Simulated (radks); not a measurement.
Values are calculated unless marked as measured or tabulated.
Question: The manganese ion Mn3+, configuration [Ar] 3d4. Level of theory: non-relativistic Kohn-Sham, r2SCAN, spin-polarised, spherical densities, point nucleus; open shells are filled with parallel spins first; meta-GGA in the generalised Kohn-Sham scheme (a radial shooting solver on a logarithmic mesh with Libxc functionals). Some entries of the table are withheld. Estimate them.

orbital  occ.  eigenvalue (eV)  <r^2> (bohr^2)  r(max) (bohr)
1s down     1        -6433.031        0.005087        0.04054
1s up       1        -6432.997        0.005087        0.04054
2s up       1        -778.9649         0.09397         0.2350
2s down     1        -776.3137         0.09347         0.2348
2p up       3        -671.2901         0.07586         0.1897
2p down     3        -669.2984         0.07535         0.1894
3s up       1        -125.2753          0.8312         0.7398
3s down     1        -119.1945          0.8423         0.7418
3p up       3         -93.8427          0.9267            (1)
3p down     3         -87.7668          0.9430            (2)
3d up       4              (3)           1.302         0.7387
3d down     0              (4)           1.384         0.7492

Answer: 
(1) 3p up r(max) (bohr): 0.7508
(2) 3p down r(max) (bohr): 0.7539
(3) 3d up eigenvalue (eV): -43.4183
(4) 3d down eigenvalue (eV): -37.2703
